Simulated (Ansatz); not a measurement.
Z-matrix (Å, degrees):
```
C
O 1 1.401
H 1 1.094 2 109.7
H 1 1.095 2 112.5 3 -120.7
H 1 1.094 2 109.7 3 118.7
Al 2 1.661 1 136.9 3 120.7
F 6 1.639 2 122.1 1 -0.0
F 6 1.634 2 119.6 1 180.0
```

Charge 0, multiplicity 1.

Task: List the PBE/def2-TZVPP orbital energies in eV (Ansatz 0.2.0). (An estimate is asked.)

Result: Computed: Occupied: -1507.51, -659.39, -659.36, -510.41, -270.37, -107.79, -69.88, -69.71, -69.67, -28.83, -28.60, -25.17, -16.96, -12.37, -11.22, -11.13, -11.13, -10.57, -10.02, -9.89, -9.66, -9.39, -7.29, -7.16. Lowest empty: -1.85, -0.46, 0.59, 1.31, 1.88, 2.46, 2.81, 3.08.
